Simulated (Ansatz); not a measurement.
Saddle point of CH4IS (charge -1), closed shell ([CH₃I ([CH3][I]) + HS]⁻ → [CH₄S ([CH3][SH]) + I]⁻; bonds formed: C2–S3; bonds broken: I1–C2), PBE0-D4/def2-TZVPD structure:

```
7
angstrom
I -1.9905 -0.4851 2.0889
C -0.2477 -0.1826 0.4464
S 1.6947 0.1688 -1.4058
H -0.7317 -0.6269 -0.4050
H 0.5359 -0.7497 0.9179
H -0.1631 0.8890 0.4776
H 0.9025 0.9867 -2.1199
```

Energies are electronic, without zero-point energy. Barriers and step energies count from the start structure reached by relaxing down the imaginary mode; all methods use the PBE0-D4 structures, on which another method's saddle can fall below an end. Ansatz 0.2.0; basis: def2-TZVPPD, with def2-QZVPPD for the basis limit; cores frozen in the correlated methods. Filled d shells of the heavier atoms are correlated. Core potentials replace the inner electrons of the atoms past krypton. The def2 sets are not built for correlating such inner shells, so the correlated values are less sure here. B3LYP uses VWN-RPA correlation. Extrapolation: Hartree–Fock as exp(−7.88 √X), correlation as X^−2.97.

```
      method  barrier (kJ/mol)  step energy (kJ/mol)
       SPW92              -4.2                -136.1
      PBE-D4              -3.6                -125.7
     BLYP-D4              -5.5                -116.4
   r2SCAN-D4              -2.5                -133.0
      B97M-V               6.5                -128.2
     PBE0-D4                 ?                -143.6
    B3LYP-D4              -0.5                -132.9
  r2SCAN0-D4                 ?                -146.5
    BHLYP-D4               6.6                -149.8
CAM-B3LYP-D4               7.6                -146.9
     wB97X-V              12.9                -152.1
     wB97M-V              10.3                -146.1
      B2PLYP               2.9                -136.3
    PBE-QIDH               7.7                -150.8
  RPA on PBE               2.9                -127.3
          HF              15.4                -159.0
         MP2                 ?                -142.4
        CCSD              13.6                -142.1
     CCSD(T)               9.2                -136.7
```

Q: Fill in the withheld barriers. (Judge from chemistry; the value comes from the calculation.)

A: By the calculation: PBE0-D4 2.2; MP2 11.4; r2SCAN0-D4 2.6 kJ/mol. Each is the energy of the saddle less that of the start structure, by the same method.

For comparison, the barrier by CCSD(T) at an estimated basis limit (MP2 extrapolated from triple and quadruple zeta, plus CCSD(T) − MP2 in triple zeta) is 9.1 kJ/mol.

T1 diagnostic: at most 0.016.

Labels in which every atom is bracketed show which atoms are joined, not bond orders.

For scale, one of the runs: CCSD(T)/def2-TZVPPD, 215 basis functions, launched by `ansatz run in.yaml --threads 4 --pin off --events-out ev --progress --plain --max-ram 9574MiB`. The run took 56 s on 4 CPU threads of an AMD EPYC 9B14 (shared host), with 3.4 GiB of host memory at its peak.
